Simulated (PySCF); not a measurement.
Computed IR spectrum (relative IR intensity) of a molecule C3H6Si. Geometry optimised at r2SCAN-D4/def2-SVP. Other conformers were not sampled. These are r2SCAN-D4/def2-SVP run with PySCF 2.14.0 values and carry that method's errors. Frequencies are harmonic and unscaled.

```csv
ν (cm⁻¹),relative intensity
242,2.3
328,6.1
486,5.2
610,10
703,2.4
708,5.8
716,30
752,31
881,13
904,100
948,37
1255,6.9
2131,10
2219,45
2222,37
3459,19
```

Question: Which molecule gave these data?
A. C#C[SiH2]C
B. CC#C[SiH3]
C. C#CC[SiH3]
D. C=C=C[SiH3]

Answer: A, C#C[SiH2]C
